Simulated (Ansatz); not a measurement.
This geometry of GaH3O + H2 (7 atoms, charge 0, multiplicity 1) is a first-order saddle point.

Theory: Ansatz, RKS r2SCAN-D4/def2-SVP.

```xyz
7
Properties=species:S:1:pos:R:3
Ga 0.002 0.191 -0.026
O 0.033 -0.062 1.920
H -0.835 -0.278 2.290
H 1.408 -0.063 -0.625
H -1.421 0.002 -0.625
H 0.040 1.858 0.748
H 0.011 1.215 1.493
```

Question: Which two structures does it join? (They come from a converged band through this point; their orientation in space is the band's.)

Answer: Bonds broken: H6–H7. Bonds formed: Ga1–H6, O2–H7. GaH3O + H2 becomes GaH5O.

Image 0:

```xyz
7
Properties=species:S:1:pos:R:3
Ga -0.046 -0.187 0.166
O -0.030 -0.667 1.892
H -0.907 -0.736 2.290
H 1.373 -0.140 -0.462
H -1.428 0.053 -0.520
H 0.086 2.436 0.565
H 0.192 2.104 1.242
```

Image 8:

```xyz
7
Properties=species:S:1:pos:R:3
Ga -0.003 0.495 -0.210
O 0.006 0.061 1.924
H -0.890 -0.199 2.185
H 1.352 -0.169 -0.625
H -1.357 -0.263 -0.481
H -0.062 2.060 -0.031
H 0.192 0.877 2.412
```

Question: How far does it lie above each of them?

Answer: 0.76 eV above the first and 0.95 eV above the second. This is the barrier of this one path; another mechanism may lie lower. The orbitals stay closed-shell, which can raise the energy where a bond breaks towards radicals; this wasn't checked here.

The run took 2.8 min on 1 thread of Arm Neoverse V1 (shared host), peak memory 0.12 GiB.
